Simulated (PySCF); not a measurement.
## Multinuclear NMR of C₄H₉NOSi

Structure with atom numbers: `[CH2:1]=[C:2]([SiH2:3][NH2:4])[C:5]([CH3:6])=[O:7]`. Hydrogens are named by the atom that carries them. Ha(C1) is cis to Si3; Hb(C1) is trans to Si3.

- GFN2-xTB structure
- shieldings: GIAO PBE0/pcSseg-1
- code: PySCF 2.14.0 with density-fitted response routines
- isolated molecule, fast rotation and ring inversion assumed for equivalent nuclei, relativity neglected, one computed conformer

(1) What are the ²⁹Si shifts?

(2) Predict the ¹⁵N NMR data.

(3) Where does ¹⁷O resonate?

Answers

(1) 
```json
{"atoms": "Si3", "environment": "silicon bonded to C, N, 2 H", "σ (ppm)": "397.0", "δ (ppm)": "-46.3"}
```

Shieldings were converted by a linear fit to measured shifts: ²⁹Si (scatter 8.9 ppm rms, 25.8 ppm with the 6 outliers that the fit left out vs TMS, solution or neat liquid). Occasional misses reach two or three times the rms, and more in compound classes unlike the fitted ones.

On a 600 MHz spectrometer ²⁹Si resonates near 119.2 MHz, so 1 ppm is 119.2 Hz.

(2) 
| atoms | environment | σ (ppm) | δ (ppm) |
| --- | --- | --- | --- |
| N4 | nitrogen bonded to Si, 2 H | 262.4 | -389.8 |

Shieldings were converted by a linear fit to measured shifts: ¹⁵N: δ = -148.07 − 0.921σ (rms 6.3 ppm, 71 shifts vs CH3NO2, solution or neat liquid). A few per cent of atoms miss by over 2 rms, more outside the fitted compound classes.

On a 300 MHz spectrometer ¹⁵N resonates near 30.4 MHz, so 1 ppm is 30.4 Hz.

(3) 
```
atoms    environment  σ (ppm)  δ (ppm)
   O7  ketone oxygen   -341.2    577.5
```

Shieldings were converted by a linear fit to measured shifts: ¹⁷O (scatter 10.7 ppm rms, 12.2 ppm with the 3 outliers that the fit left out vs liquid water, solution or neat liquid). A few per cent of atoms miss by over 2 rms, more outside the fitted compound classes.

On a 400 MHz spectrometer ¹⁷O resonates near 54.2 MHz, so 1 ppm is 54.2 Hz.
